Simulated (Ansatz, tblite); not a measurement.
(AuH)n off (charge +1): vertical EA (eV) at several levels, gas phase, relaxed structures; Ansatz, xTB through tblite. Clusters are the lowest isomers that short searches found in that spin, judged at the geometry's level. Core potentials for Au in the def2 sets, no spin–orbit coupling. Raw xTB energies of ions are shifted by several eV. Singlets are spin-restricted. The spins of the ions were chosen, not always searched. The structures are stationary points that may keep the symmetry of their start.

```tsv
species	state	geometry	GFN1-xTB	PBE-D4/def2-TZVP	r2SCAN-D4/def2-TZVP	PBE0-D4/def2-TZVP
HAu2⁺	singlet to doublet	PBE-D4/def2-TZVP	13.52	7.63	7.59	7.29
H2Au2⁺	doublet to singlet	PBE-D4/def2-TZVP	14.02	8.39	8.37	8.38
H2Au3⁺	singlet to doublet	PBE-D4/def2-TZVP	12.31	6.68	6.61	6.28
H3Au3⁺	doublet to singlet	PBE0-D4/def2-TZVP	13.45	7.87	7.78	7.59
```

(1) Estimate the column for GFN2-xTB.

(1) HAu2⁺ 9.70; H2Au2⁺ 12.68; H2Au3⁺ 8.35; H3Au3⁺ 11.19.

Over the 4 species that have every level, the mean is 13.32 at GFN1-xTB, 10.48 at GFN2-xTB, 7.64 at PBE-D4/def2-TZVP, 7.59 at r2SCAN-D4/def2-TZVP, 7.38 at PBE0-D4/def2-TZVP.
